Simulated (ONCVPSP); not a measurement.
Reading a pseudo-wave (nitrogen (N))

Columns: radius, all-electron u(r) and pseudo u(r) of the 2s shell (level -18.58 eV) of nitrogen in the configuration [He] 2s2 2p3; PBE, scalar-relativistic, ONCV scheme, ONCVPSP 4.0.1.

| r (bohr) | all-electron | pseudo |
| --- | --- | --- |
| 0.078 | -0.3552 | 0.0523 |
| 0.155 | -0.3647 | 0.1103 |
| 0.232 | -0.2224 | 0.1794 |
| 0.310 | -0.0228 | 0.2624 |
| 0.388 | 0.1824 | 0.3571 |
| 0.465 | 0.3667 | 0.4579 |
| 0.542 | 0.5233 | 0.5600 |
| 0.620 | 0.6512 | 0.6580 |
| 0.698 | 0.7485 | 0.7438 |
| 0.775 | 0.8171 | 0.8116 |
| 0.852 | 0.8621 | 0.8594 |
| 0.930 | 0.8871 | 0.8866 |
| 1.008 | 0.8952 | 0.8952 |
| 1.085 | 0.8900 | 0.8900 |
| 1.162 | 0.8745 | 0.8745 |
| 1.240 | 0.8509 | 0.8508 |
| 1.318 | 0.8213 | 0.8213 |
| 1.395 | 0.7880 | 0.7880 |
| 1.472 | 0.7520 | 0.7520 |
| 1.550 | 0.7139 | 0.7139 |
| 1.628 | 0.6750 | 0.6750 |
| 1.705 | 0.6365 | 0.6365 |
| 1.782 | 0.5986 | 0.5985 |
| 1.860 | 0.5610 | 0.5609 |
| 1.938 | 0.5245 | 0.5245 |
| 2.015 | 0.4900 | 0.4899 |

Question: How many radial nodes do the two functions have?

Answer: The all-electron 2s function has n − l − 1 = 1; the pseudo-wave has 0, since the states of the same l below it are removed with the core.

Question: At about which radius was the pseudo-wave matched?

Answer: 1.00 bohr, where the columns begin to agree (steps of 0.08 bohr).

Question: Where does each function peak?

Answer: Outermost all-electron maximum near 1.01 bohr, pseudo maximum near 1.01 bohr (to the table’s step).

Question: Is the pseudo-wave norm-conserving?

Answer: Yes: the ONCV scheme keeps the norm inside the radius equal to the all-electron one, which fixes the energy derivative of the logarithmic derivative at the level.
